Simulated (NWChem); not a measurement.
CHF2, doublet; SMILES F[CH]F

All runs: NWChem. Pople sets run with spherical d functions. Spin-unrestricted. In the optimisation the excess spin sits in a' (Cs, its own frame). Geometry: optimised at PBE-D3(BJ)/def2-SVP, spin-unrestricted. No stability test was run on the SCF state. Level PBE/6-31G*: energy and gradient on several grids; changes count from the extra-fine grid, which is no exact limit either.

```json
[
 {"grid": "xcoarse", "size of the energy change (μHa)": "60", "largest change of a gradient component (μHa/bohr)": "2000"},
 {"grid": "coarse", "size of the energy change (μHa)": "30", "largest change of a gradient component (μHa/bohr)": "< 30"},
 {"grid": "medium", "size of the energy change (μHa)": "< 10", "largest change of a gradient component (μHa/bohr)": "< 30"},
 {"grid": "fine", "size of the energy change (μHa)": "< 10", "largest change of a gradient component (μHa/bohr)": "< 30"},
 {"grid": "xfine", "size of the energy change (μHa)": "< 10", "largest change of a gradient component (μHa/bohr)": "< 30"}
]
```
